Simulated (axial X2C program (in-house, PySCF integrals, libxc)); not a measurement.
**Excited states of GaSe⁻ by EOM-EE-CCSD**

Calculated with an in-house all-electron X2C program for linear molecules (integrals from PySCF): two-component X2C with atomic mean-field Coulomb and Gaunt terms, Gaussian nuclei, basis Se dyall-acv3z, Ga dyall-acv3z with contracted cores.

R = 2.261 Å (near the PBE0 minimum at charge -1 of the determinant lowest at the starting distance; the state shown can have its own minimum elsewhere).

Vertical excitation energies from the closed-shell determinant state of GaSe⁻:

```json
{"Ω": "0⁻", "excitation (eV)": "2.412", "cm⁻¹": "19453", "hole of the leading pair": "37% Ga pσ, 27% Se pσ, 27% Ga sσ", "particle of the leading pair": "67% Ga pπ, 14% Ga dπ, 9% Se dπ", "weight of the pair (for Ω = 0 its time-reversed partner can hold as much again)": "0.47", "singles weight": "0.95"}
{"Ω": "0⁺", "excitation (eV)": "2.417", "cm⁻¹": "19495", "hole of the leading pair": "37% Ga pσ, 27% Se pσ, 27% Ga sσ", "particle of the leading pair": "67% Ga pπ, 15% Ga dπ, 9% Se dπ", "weight of the pair (for Ω = 0 its time-reversed partner can hold as much again)": "0.47", "singles weight": "0.95"}
{"Ω": "1", "excitation (eV)": "2.440", "cm⁻¹": "19682", "hole of the leading pair": "37% Ga pσ, 28% Se pσ, 26% Ga sσ", "particle of the leading pair": "67% Ga pπ, 14% Ga dπ, 9% Se dπ", "weight of the pair (for Ω = 0 its time-reversed partner can hold as much again)": "0.50", "singles weight": "0.95"}
{"Ω": "2", "excitation (eV)": "2.471", "cm⁻¹": "19932", "hole of the leading pair": "37% Ga pσ, 27% Se pσ, 26% Ga sσ", "particle of the leading pair": "64% Ga pπ, 16% Ga dπ, 10% Se dπ", "weight of the pair (for Ω = 0 its time-reversed partner can hold as much again)": "0.94", "singles weight": "0.95"}
{"Ω": "1", "excitation (eV)": "2.942", "cm⁻¹": "23726", "hole of the leading pair": "75% Se pπ, 13% Ga pπ, 7% Ga dπ", "particle of the leading pair": "70% Ga pπ, 11% Se pπ, 11% Se dπ", "weight of the pair (for Ω = 0 its time-reversed partner can hold as much again)": "0.43", "singles weight": "0.93"}
{"Ω": "0⁻", "excitation (eV)": "2.969", "cm⁻¹": "23946", "hole of the leading pair": "75% Se pπ, 13% Ga pπ, 7% Ga dπ", "particle of the leading pair": "67% Ga pπ, 12% Se dπ, 11% Se pπ", "weight of the pair (for Ω = 0 its time-reversed partner can hold as much again)": "0.23", "singles weight": "0.93"}
{"Ω": "1", "excitation (eV)": "2.997", "cm⁻¹": "24174", "hole of the leading pair": "36% Ga pσ, 32% Se pσ, 21% Ga sσ", "particle of the leading pair": "40% Ga pσ, 27% Ga sσ, 24% Ga pπ", "weight of the pair (for Ω = 0 its time-reversed partner can hold as much again)": "0.66", "singles weight": "0.93"}
{"Ω": "0⁻", "excitation (eV)": "3.024", "cm⁻¹": "24391", "hole of the leading pair": "37% Ga pσ, 30% Se pσ, 23% Ga sσ", "particle of the leading pair": "60% Ga pσ, 37% Ga sσ", "weight of the pair (for Ω = 0 its time-reversed partner can hold as much again)": "0.32", "singles weight": "0.94"}
{"Ω": "1", "excitation (eV)": "3.031", "cm⁻¹": "24450", "hole of the leading pair": "36% Ga pσ, 31% Se pσ, 22% Ga sσ", "particle of the leading pair": "47% Ga pσ, 28% Ga sσ, 18% Ga pπ", "weight of the pair (for Ω = 0 its time-reversed partner can hold as much again)": "0.50", "singles weight": "0.93"}
```

This point took 35 s on 1 thread of Arm Neoverse V1 (shared host).

Reference electrons by ω block (each with its −ω partner): 1/2: 22, 3/2: 9, 5/2: 2. 10 electrons of GaSe⁻ correlated (inner shells frozen), 88 natural virtual spinors (a truncated set); levels can be off by some tenths of an eV. Roots sought by Ω: (0: 5, 1: 4, 2: 3, 3: 1); the list ends where they run out and leaves out roots under 60 % singles weight. The solver can skip a root, and states that need a further excitation, which the method places far too high, are missing though they may lie low or lowest. T1 of the reference 0.021 (Lee–Taylor). The highest Hartree–Fock level of the anion lies at -2.78 eV; relaxation, partly offset by correlation, puts the detachment threshold some tenths of an eV to over one eV lower in magnitude, and states above it are held by the basis set and are not bound. Number of frozen shells: Se 3 s, 2 p, 1 d; Ga 3 s, 2 p, 1 d.
